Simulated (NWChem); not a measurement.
Molecule: C$_{3}$H$_{8}$N, doublet; SMILES CC[N]C

```xyz
12

C      0.1794     1.8840     0.0006
C     -0.4473     0.4927    -0.0006
N      0.5348    -0.5516    -0.0007
C     -0.0411    -1.8603     0.0007
H     -0.5967     2.6754     0.0000
H      0.8187     2.0205     0.8954
H      0.8206     2.0212    -0.8928
H     -1.1341     0.3723     0.8811
H     -1.1324     0.3731    -0.8837
H      0.7418    -2.6454     0.0051
H     -0.7002    -2.0289    -0.8904
H     -0.7081    -2.0253     0.8866
```
Atoms are numbered in this order, from 1.

Computed with NWChem. Spin-unrestricted. Structure relaxed at the PBE-D3(BJ)/def2-SVP, spin-unrestricted level. No stability test was run on the SCF state. Level TPSS/def2-SVP: single points from the atomic guess with DIIS by default; each run changes one setting, and all converged runs end within 0.3 mHa of each other.

**Question.** Which setting needs the most SCF iterations, or fails (level shift of 0.5 Ha throughout; no DIIS, 40 % damping; DIIS on 20 Fock matrices; DIIS on 3 Fock matrices; defaults)?

**Answer.** no DIIS, 40 % damping, with 15 against 8 for the defaults.
```csv
setting,SCF iterations
defaults,8
"no DIIS, 40 % damping",15
level shift of 0.5 Ha throughout,10
DIIS on 20 Fock matrices,8
DIIS on 3 Fock matrices,8
```
